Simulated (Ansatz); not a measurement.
A made-up structure of SiH3Te (charge +1), closed shell:

Si1  (-0.182, -0.697, 0.015)
Te2  (1.379, 1.076, 0.069)
H3  (2.982, 1.105, 0.603)
H4  (0.315, -2.080, 0.120)
H5  (0.117, 2.148, -0.083)
(Å)

It is relaxed with PBE-D4/def2-SVP and then PBE0-D4/def2-TZVP (Ansatz 0.2.0). Atoms count as bonded within 1.22 times the sum of their covalent radii (H–H: 0.88 Å). The end point is not checked to be a true minimum.

Problem. Does its bonding change? (A judgement: the text doesn't fix the answer.)

Solution. The calculation gives: No: no bond forms or breaks.

Where it ends: The first stage lowers the energy by 1.74 eV in 9 steps. It ends as SiH₃Te ([SiH][TeH2]), total charge +1:
Si1  (-0.418, -0.838, 0.191)
Te2  (1.378, 1.029, -0.563)
H3  (2.295, 0.812, 0.805)
H4  (0.794, -1.758, 0.179)
H5  (0.560, 2.307, 0.113)
(Å)

Labels in which every atom is bracketed show which atoms are joined, not bond orders.

For scale, one of the runs: PBE0-D4/def2-TZVP relaxation, 105 basis functions, launched by `ansatz run in.yaml --threads 2 --pin off --events-out ev --progress --plain --max-ram 4352MiB`. The run took about 9 s on 2 CPU threads of an Arm Neoverse V1 (shared host).
